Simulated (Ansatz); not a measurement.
Isolated molecules relaxed with PBE0-D4/def2-TZVP in Ansatz; ΔE leaves out vibrations. CCSD(T)/CBS is the MP2 limit (def2-TZVPP, def2-QZVPP) plus CCSD(T) − MP2 in def2-TZVPP, frozen cores. Functionals use def2-TZVPP. Elements past krypton have def2 core potentials. For Se, Sn outer-core shells are correlated without core-valence functions, which leaves a few kJ/mol of doubt a bond. Scalar relativity is left out up to krypton. Each species was taken in one conformer, which may not be the lowest.

Consider the cleavage of the Si–Sn bond: `Cl[Si](Cl)(Cl)[SnH2][Si](Cl)(Cl)Cl` + H₂Se → `Cl[Si](Cl)(Cl)[SeH]` + `Cl[Si](Cl)(Cl)[SnH3]`.

`Cl[Si](Cl)(Cl)[SnH2][Si](Cl)(Cl)Cl`:

```xyz
11

Cl   -2.696    0.903   -1.138
Si   -1.575   -0.803   -1.100
Cl   -2.260   -1.985    0.416
Cl   -1.859   -1.795   -2.864
Sn    0.895   -0.233   -0.731
Si    1.036    0.943    1.540
Cl    0.388   -0.303    3.023
Cl   -0.141    2.610    1.546
Cl    2.952    1.509    1.972
H     1.822   -1.660   -0.704
H     1.438    0.813   -1.960
```

H₂Se:

Z-matrix (Å, degrees):
```
Se
H 1 1.467
H 1 1.467 2 91.2
```

`Cl[Si](Cl)(Cl)[SeH]`:

```xyz
6

Cl   -0.055    2.032    0.648
Si    0.376    0.217   -0.163
Cl    1.219    0.480   -1.992
Cl    1.713   -0.689    1.072
Se   -1.464   -1.030   -0.500
H    -1.789   -1.009    0.935
```

`Cl[Si](Cl)(Cl)[SnH3]`:

```xyz
8

Cl    0.216   -1.298    2.389
Si    0.604   -0.966    0.407
Cl    2.623   -0.711    0.197
Cl    0.075   -2.652   -0.625
Sn   -0.675    1.079   -0.454
H    -0.188    2.444    0.439
H    -0.312    1.295   -2.103
H    -2.343    0.808   -0.250
```

| level | ΔE (kJ/mol) |
| --- | --- |
| CAM-B3LYP | -33.8 |
| RPA@PBE/def2-TZVPP | -25.8 |

Question: What does CCSD(T)/CBS give? (Estimate.)

Answer: Ansatz gave: -25.6 kJ/mol. The listed levels differ from it by -8.2, -0.2 kJ/mol.

Largest T1 diagnostic among the species: 0.012.

From PBE to PBE0 (25 % exact exchange), in def2-TZVPP and without D4, ΔE moves by −3.8 kJ/mol. In def2-TZVPP, CCSD(T) changes the Hartree–Fock value by +12.9 kJ/mol (the triples alone add +1.8 kJ/mol) and MP2 by +10.9 kJ/mol.

CCSD(T)/CBS has its own doubt, a few kJ/mol and more with outer-core shells, so smaller differences from it don't rank the levels.
